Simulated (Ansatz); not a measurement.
```yaml
crystal:
  periodic: [false, false, false]
  atoms:
    - {symbol: Sn, position_ang: [1.212986, 0.075102, 0.832415]}
    - {symbol: C, position_ang: [0.886490, 0.040165, 2.897130]}
    - {symbol: H, position_ang: [1.731090, -0.705426, 3.361621]}
    - {symbol: H, position_ang: [-0.081162, -0.332833, 3.253204]}
    - {symbol: H, position_ang: [0.963483, 1.115778, 3.255932]}
    - {symbol: C, position_ang: [2.970816, 0.229471, -0.105535]}
    - {symbol: H, position_ang: [3.397578, 0.993758, 0.116673]}
    - {symbol: H, position_ang: [3.000440, -0.085348, -1.251395]}
    - {symbol: H, position_ang: [3.542763, -0.760352, 0.339002]}
    - {symbol: N, position_ang: [0.103350, 1.661224, 0.186009]}
    - {symbol: C, position_ang: [-1.277998, 2.175507, 0.452978]}
    - {symbol: C, position_ang: [-1.378105, 3.595807, -0.037046]}
    - {symbol: C, position_ang: [-0.397951, 3.690475, -1.063346]}
    - {symbol: C, position_ang: [0.237067, 2.140458, -1.206761]}
    - {symbol: H, position_ang: [-1.558916, 1.763806, 1.603189]}
    - {symbol: H, position_ang: [-2.029755, 1.250573, -0.189182]}
    - {symbol: H, position_ang: [-1.328356, 4.252802, 0.814432]}
    - {symbol: H, position_ang: [-2.432843, 3.682367, -0.238596]}
    - {symbol: H, position_ang: [-0.973100, 3.887899, -2.159313]}
    - {symbol: H, position_ang: [0.259482, 4.415324, -1.017259]}
    - {symbol: H, position_ang: [-0.325968, 1.501207, -2.085270]}
    - {symbol: H, position_ang: [1.320577, 2.264755, -1.660749]}
    - {symbol: N, position_ang: [-0.206405, -1.575791, 0.171586]}
    - {symbol: C, position_ang: [-0.555175, -1.791694, -1.279188]}
    - {symbol: C, position_ang: [-1.323013, -2.931163, -1.225755]}
    - {symbol: C, position_ang: [-1.079269, -3.736863, 0.043081]}
    - {symbol: C, position_ang: [-0.026817, -2.930822, 0.619493]}
    - {symbol: H, position_ang: [0.429527, -1.922442, -1.816572]}
    - {symbol: H, position_ang: [-0.930808, -0.806593, -1.542081]}
    - {symbol: H, position_ang: [-1.128002, -3.652221, -2.131970]}
    - {symbol: H, position_ang: [-2.349600, -2.861192, -1.188369]}
    - {symbol: H, position_ang: [-1.799245, -3.802460, 0.770594]}
    - {symbol: H, position_ang: [-0.784187, -4.756680, -0.038232]}
    - {symbol: H, position_ang: [-0.005946, -2.800325, 1.892522]}
    - {symbol: H, position_ang: [1.100005, -3.477622, 0.261272]}
basis:
  gaussian: {orbitals: def2-SVP, fitting: {mean_field: def2-universal-jkfit}}
hamiltonian: {xc: {name: PBEsol}, dispersion: d3bjatm}
scf: {omitted_lower_state_checks: [starts]}
```

```sh
$ ansatz run in.yaml --threads 2 --pin off --events-out ev --progress --plain --max-ram 20480MiB --backend cuda --devices 0, --max-vram 18GiB
```

Output, abridged:

```
Functional definition: PBEsol
1518 factors; integrals over basis functions are off by at most 3.0e-1 eV
mean field evaluation 1: about -19398.3061 eV, gradient 1.3e2 eV
mean field evaluation 2: about -19237.1530 eV, gradient 2.7e2 eV
mean field evaluation 4: about -19439.2210 eV, gradient 2.2e1 eV
mean field evaluation 8: about -19440.2555 eV, gradient 5.7e-1 eV
mean field evaluation 16: about -19440.2517 eV, gradient 1.4e-3 eV
mean field -19440.25174179 eV, -714.4160744348 hartree, gradient 2.9e-5 eV, S^2 0.000000; 0 other end points of the search recorded, 0 dependent functions left out
reference -19440.25180007 eV, -714.4160765765 hartree; 59, 59 occupied and 245, 245 virtual orbitals, 1518 factors
Total energy: -19440.72252973 eV, -714.4333755724 hartree
Checks for a lower state left out: starts
```

It took 2.9 s on 2 threads of AMD EPYC 7R13 on a shared host and a share (18 GiB) of an NVIDIA H100 80GB HBM3.

In the def2 sets Sn takes a core potential; there is no spin–orbit coupling.
